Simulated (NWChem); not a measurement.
System: HSF₂ cation; SMILES F[SH+]F

Input file for NWChem:

```
start job
memory heap 200 mb stack 900 mb global 1100 mb
charge 1
geometry units angstroms noautosym nocenter noautoz
  F     -0.489097    -0.022044    -1.202940
  S      0.482723    -0.031668     0.000000
  F     -0.489097    -0.022044     1.202940
  H      0.742362     1.322973     0.000000
end
basis spherical
  * library def2-svp
end
dft
  xc m06-2x
  iterations 150
end
cosmo
  do_cosmo_smd true
  solvent dioxane
end
task dft energy
```

The geometry was optimised at PBE0/def2-SVP. Solvent: 1,4-dioxane.

Level: M06-2X/def2-SVP with SMD (1 M gas to 1 M solution), gas-phase geometry. Reactions with the solvent are ignored.

Task: Give the results of this calculation. (M06-2X/def2-SVP, SMD on the gas-phase geometry.) Quantities: solvation free energy (kcal/mol); cavity-dispersion-structure term (kcal/mol).

Result: 
| Property | Result |
|---|---|
| solvation free energy (kcal/mol) | -37.4 |
| cavity-dispersion-structure term (kcal/mol) | 0.3 |
